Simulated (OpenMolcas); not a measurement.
# 5s2 5p3 along the 51-electron sequence

| Quantity | Value |
| --- | --- |
| Program | OpenMolcas |
| Method | XMS-CASPT2, IPEA 0.25 Eh, imaginary shift 0.1 Eh |
| Basis | ANO-RCC-VTZP |
| Scalar Hamiltonian | DKH2, point nucleus |
| Spin-orbit coupling | state interaction with AMFI integrals over the reference wave functions, term energies averaged over their components |

Active space for each ion: 3 electrons in 3 orbitals (5p); closed shells correlated by CASPT2: 4d 5s.

Computed levels in cm-1 above 4S* 3/2:

```
                                Level     Sb    I2+   Xe3+
                              2D* 3/2   9150  12000  13460
                              2D* 5/2  10230  14770  17210
                              2P* 1/2  17000  24450  28130
                              2P* 3/2  18540  28860  34430
weight of 4S* in the lowest level (%)     97     92     88
```

Measured, with the error of the calculation in %. Measured levels: Sb from NIST Handbook of Basic Atomic Spectroscopic Data; Xe3+ from Saloman, J. Phys. Chem. Ref. Data 33, 765 (2004).

| Level | Sb | Xe3+ |
| --- | --- | --- |
| 2D* 3/2 | 8512 (+7.5) | 13267 (+1.5) |
| 2D* 5/2 | 9854 (+3.8) | 17511 (-1.7) |
| 2P* 1/2 | 16395 (+3.7) | 28036 (+0.3) |
| 2P* 3/2 | 18464 (+0.4) | 35650 (-3.4) |

2D* 3/2 changes by a factor of 1.47 over the same range, with steps per unit of Z of +1420, +1460 cm-1.

CASPT2 breaks the degeneracy within a term, and the mean is taken; among the terms shown or strongly mixed into the levels shown the widest spread is 1900 cm-1 (5s2 5p3 2D*, Sb). With the s shell closed, the reference lacks s² → p² mixing. Measured partners are found by configuration, term and J. A level has none where our copy of the source lacks it or the pairing is in doubt (some pairs that miss far off the trend of their configuration count as doubtful), and it then counts in no deviation. Levels of configurations outside the active space are missing.

* marks odd parity.
